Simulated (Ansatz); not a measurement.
**Bend profile**

AuNH₄S (SMILES [NH3+][Au-][SH]), singlet, at its PBE0-D4/def2-TZVP minimum:

```
7
angstrom
N -1.0429 0.6504 -0.7301
Au 0.3430 -0.3573 0.5286
S 1.7630 -1.4283 1.9065
H -1.7564 0.0159 -1.0719
H -0.5695 1.0510 -1.5326
H -1.5033 1.4039 -0.2312
H 2.8273 -1.4037 1.0848
```

The angle H4–N1–Au2 (111.2° at the minimum) is set to the values below, H4, with anything bonded beyond it, turning rigidly in the plane of the angle. Each method's energies count from its own value at the PBE0-D4 minimum structure. Computed with Ansatz 0.2.0 (basis: def2-TZVPP); correlated methods freeze the cores. Filled d shells of the heavier atoms are correlated. Core potentials replace the inner electrons of the atoms past krypton. B3LYP uses VWN-RPA correlation.

CCSD(T) energies along the scan:
```csv
angle (°),CCSD(T) (kJ/mol)
93.2,16.4
97.7,9.8
102.2,4.7
106.7,1.4
111.2,0.0
115.7,0.7
120.2,3.6
124.7,8.8
129.2,16.4
```
They count from the CCSD(T) energy at the PBE0-D4 minimum.

Minimum and curvature along this coordinate at CCSD(T): A fifth-order fit through the nearest points gives 112.0°, with a curvature of about 1.1 meV/deg².

Largest difference from the CCSD(T) curve over the scan: r2SCAN-D4 1.8; B3LYP-D4 1.1; HF 2.4 kJ/mol. Each curve counts from its own value at the minimum.

T1 diagnostic: at most 0.015.

For scale, one of the runs: CCSD(T)/def2-TZVPP, 185 basis functions (an equivalent command: `ansatz run in.yaml --threads 4`). Hardware: 4 CPU threads, shared host. Wall time 72 s; peak host memory 2.2 GiB.
